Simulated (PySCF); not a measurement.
## Radial density of Zn+ (zinc, charge +1)

BP86, [Ar] 3d10 4s1, 2S determinant. Calculation: PySCF 2.14, in def2-TZVP (6s5p4d1f, 48 functions); the non-relativistic Hamiltonian (point nucleus).

```json
{"r (bohr)": "0.000711", "4πr²ρ (e/bohr)": "0.1120", "4πr²(ρα − ρβ)": "0.0000"}
{"r (bohr)": "0.00120", "4πr²ρ (e/bohr)": "0.3088", "4πr²(ρα − ρβ)": "0.0001"}
{"r (bohr)": "0.00201", "4πr²ρ (e/bohr)": "0.8301", "4πr²(ρα − ρβ)": "0.0004"}
{"r (bohr)": "0.00338", "4πr²ρ (e/bohr)": "2.166", "4πr²(ρα − ρβ)": "0.0010"}
{"r (bohr)": "0.00569", "4πr²ρ (e/bohr)": "5.332", "4πr²(ρα − ρβ)": "0.0023"}
{"r (bohr)": "0.00957", "4πr²ρ (e/bohr)": "11.97", "4πr²(ρα − ρβ)": "0.0051"}
{"r (bohr)": "0.0161", "4πr²ρ (e/bohr)": "22.95", "4πr²(ρα − ρβ)": "0.0091"}
{"r (bohr)": "0.0271", "4πr²ρ (e/bohr)": "34.08", "4πr²(ρα − ρβ)": "0.0111"}
{"r (bohr)": "0.0455", "4πr²ρ (e/bohr)": "34.84", "4πr²(ρα − ρβ)": "0.0045"}
{"r (bohr)": "0.0766", "4πr²ρ (e/bohr)": "28.94", "4πr²(ρα − ρβ)": "-0.0006"}
{"r (bohr)": "0.129", "4πr²ρ (e/bohr)": "38.60", "4πr²(ρα − ρβ)": "0.0218"}
{"r (bohr)": "0.217", "4πr²ρ (e/bohr)": "35.27", "4πr²(ρα − ρβ)": "-0.0046"}
{"r (bohr)": "0.365", "4πr²ρ (e/bohr)": "19.24", "4πr²(ρα − ρβ)": "-0.0290"}
{"r (bohr)": "0.613", "4πr²ρ (e/bohr)": "24.47", "4πr²(ρα − ρβ)": "-0.0114"}
{"r (bohr)": "1.03", "4πr²ρ (e/bohr)": "10.48", "4πr²(ρα − ρβ)": "0.0336"}
{"r (bohr)": "1.74", "4πr²ρ (e/bohr)": "2.088", "4πr²(ρα − ρβ)": "0.4807"}
{"r (bohr)": "2.92", "4πr²ρ (e/bohr)": "0.4678", "4πr²(ρα − ρβ)": "0.3340"}
{"r (bohr)": "4.91", "4πr²ρ (e/bohr)": "0.02044", "4πr²(ρα − ρβ)": "0.0194"}
{"r (bohr)": "8.26", "4πr²ρ (e/bohr)": "0.0001051", "4πr²(ρα − ρβ)": "0.0001"}
```

**Question.** Where is the radial spin density 4πr²(ρα − ρβ) most negative, and why is it negative at all?

**Answer.** Around r = 0.365 bohr, down to -0.0290 e/bohr: exchange with the open shell polarises the paired shells in an unrestricted calculation.
